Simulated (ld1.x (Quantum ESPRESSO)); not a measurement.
# Ranking TM potentials for Rb (Z = 37)

All share these settings but for the change named:

* Element: rubidium (Rb)
* Generator: ld1.x (Quantum ESPRESSO) 7.5
* Type: norm-conserving Troullier–Martins (Kleinman–Bylander form)
* Functional: PBE
* Relativity: scalar-relativistic
* Frozen core: [Kr]
* Valence charge: 1
* Reference configuration: 4d0 5s0 5p1
* Partial waves: 5s (bound, empty): rc 3.10 bohr; 5p (bound): rc 3.45 bohr; 4d (bound, empty): rc 4.20 bohr
* Local potential: all-electron potential smoothed inside 3.75 bohr (lloc = -2)
* Core correction: a·sin(br)/r model core inside 1.70 bohr

Test errors are all-electron minus pseudo excitation energies from the reference, over 4d0 5s1 5p0; 4d0 5s0.5 5p0; 4d1 5s0 5p0; 4d0.5 5s0.5 5p0. None of these files shows a bound ghost.

The base gives 5.7 meV.

Of 8 variants that were run, those that failed, showed a ghost or another fault, or gave nearly equal values are left out.

A variant can come out equal or close to the base, since the largest error may sit in a test that the change hardly touches while other tests move.

Problem. Rank these variants by their largest absolute test error, smallest first.
A. wave 5s (bound): rc 3.10 bohr becomes 5s (bound): rc 3.20 bohr
B. wave 5s (bound): rc 3.10 bohr becomes 5s (bound): rc 4.60 bohr
C. wave 5s (bound): rc 3.10 bohr becomes 5s (bound): rc 4.28 bohr

Solution. B (3.8 meV), A (5.6 meV), C (6.7 meV).
